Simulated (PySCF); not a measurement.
## Running PySCF for BeS

The script input.py:

```python
from pyscf import gto, scf
from pyscf.prop.polarizability import rhf as pol

mol = gto.M(
    atom='Be 0 0 0; S 0 0 1.809',
    basis='cc-pcvdz',
    charge=0,
    spin=0,
    symmetry=True,
    verbose=4,
)
mf = scf.RHF(mol)
mf.kernel()
print('polarizability (a.u.)')
print(pol.Polarizability(mf).polarizability().round(4))
mf.dip_moment()
print('orbital energies (hartree):', mf.mo_energy[..., max(0, mol.nelec[1]-3):mol.nelec[0]+3].round(4))
```

```bash
$ python input.py
```

It prints (some set-up lines removed):

```
PySCF version 2.14.0

[INPUT] Symbol           X                Y                Z      unit          X                Y                Z       unit  Magmom
[INPUT]  1 Be     0.000000000000   0.000000000000   0.000000000000 AA    0.000000000000   0.000000000000   0.000000000000 Bohr   0.0
[INPUT]  2 S      0.000000000000   0.000000000000   1.809000000000 AA    0.000000000000   0.000000000000   3.418514559338 Bohr   0.0

nuclear repulsion = 18.7215818125373
point group symmetry = Coov
symmetry origin: [0.         0.         2.73481165]
symmetry axis x: [1. 0. 0.]
symmetry axis y: [0. 1. 0.]
symmetry axis z: [0. 0. 1.]
num. orbitals of irrep A1 = 19
num. orbitals of irrep E1x = 10
num. orbitals of irrep E1y = 10
num. orbitals of irrep E2x = 3
num. orbitals of irrep E2y = 3
number of shells = 15
number of NR pGTOs = 80
number of NR cGTOs = 45
basis = cc-pcvdz
ecp = {}

******** <class 'pyscf.scf.hf_symm.SymAdaptedRHF'> ********
method = SymAdaptedRHF
initial guess = minao
damping factor = 0
level_shift factor = 0
DIIS = <class 'pyscf.scf.diis.CDIIS'>
SCF conv_tol = 1e-09
SCF max_cycles = 50
Freeze 0 electrons in irreps []
    20 free electrons in irreps A1 E1x E1y E2x E2y
Initial guess from minao.
init E= -412.232652846671
HOMO (E1y) = -0.327725618949396  LUMO (A1) = -0.122973589260742  gap/eV = 5.57159
cycle= 1 E= -412.061344299594  delta_E= 0.171  |g|= 0.34  |ddm|= 1.29
HOMO (E1y) = -0.282827734157815  LUMO (A1) = -0.0901913303534982  gap/eV = 5.24190
cycle= 2 E= -412.096555497406  delta_E= -0.0352  |g|= 0.271  |ddm|= 0.673
HOMO (E1y) = -0.3353096854252  LUMO (A1) = -0.0602958592644853  gap/eV = 7.48351
cycle= 3 E= -412.121447313645  delta_E= -0.0249  |g|= 0.0362  |ddm|= 0.26
HOMO (E1y) = -0.332523942358304  LUMO (A1) = -0.0553265211687233  gap/eV = 7.54293
cycle= 4 E= -412.123278103849  delta_E= -0.00183  |g|= 0.0211  |ddm|= 0.0733
HOMO (E1y) = -0.330233366646322  LUMO (A1) = -0.0556095282919671  gap/eV = 7.47290
cycle= 5 E= -412.124314108113  delta_E= -0.00104  |g|= 0.0102  |ddm|= 0.0705
HOMO (E1y) = -0.327284882771439  LUMO (A1) = -0.0561500168288802  gap/eV = 7.37796
cycle= 6 E= -412.124608582128  delta_E= -0.000294  |g|= 0.00245  |ddm|= 0.0541
HOMO (E1y) = -0.327429585711812  LUMO (A1) = -0.0566834543497059  gap/eV = 7.36738
cycle= 7 E= -412.124616614248  delta_E= -8.03e-06  |g|= 0.000403  |ddm|= 0.00875
HOMO (E1y) = -0.327308610061896  LUMO (A1) = -0.0567185471997291  gap/eV = 7.36313
cycle= 8 E= -412.124616702332  delta_E= -8.81e-08  |g|= 5.69e-05  |ddm|= 0.000988
HOMO (E1y) = -0.327317527934072  LUMO (A1) = -0.0567243574368774  gap/eV = 7.36322
cycle= 9 E= -412.124616706444  delta_E= -4.11e-09  |g|= 1.03e-05  |ddm|= 0.0002
HOMO (E1y) = -0.3273175458931  LUMO (A1) = -0.0567223874817522  gap/eV = 7.36327
cycle= 10 E= -412.124616706528  delta_E= -8.38e-11  |g|= 3.32e-06  |ddm|= 3.04e-05
HOMO (E1y) = -0.327318651736281  LUMO (A1) = -0.0567219487909618  gap/eV = 7.36331
Extra cycle  E= -412.124616706531  delta_E= -3.01e-12  |g|= 1.76e-06  |ddm|= 6.28e-06
converged SCF energy = -412.124616706531
polarizability (a.u.)
Isotropic polarizability 40.8431787151
Polarizability anisotropy 16.4605668433
[[35.3563 -0.     -0.    ]
 [-0.     35.3563 -0.    ]
 [-0.     -0.     51.8169]]
Dipole moment(X, Y, Z, Debye):  0.00000,  0.00000, -6.34585
orbital energies (hartree): [-0.4095 -0.3273 -0.3273 -0.0567  0.0797  0.0797]
```

In short: E(SCF) = -412.124617 Eh, 10 cycles, μz(SCF) = -6.35 D, α(xx, yy, zz) = 35.4, 35.4, 51.8 bohr³.

Wall time 0.98 s on one thread of a shared host.

Stability towards an unrestricted solution was not tested. The bond length is a typed value, not an optimised one.
